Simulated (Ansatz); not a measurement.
Harmonic frequencies (cm⁻¹) at PBE0-D4/def2-TZVP from Ansatz: 247, 254, 308, 410, 597, 787, 815, 841, 982, 1035, 1105, 1150, 1236, 1281, 1490, 2754, 3020, 3034.

(1) Which molecule is it?
A. `BrB1CC1`
B. `FB1CC1F`
C. `C=CB(F)F`
D. `F[C@H]1B[C@@H]1F`

Answers

(1) D.
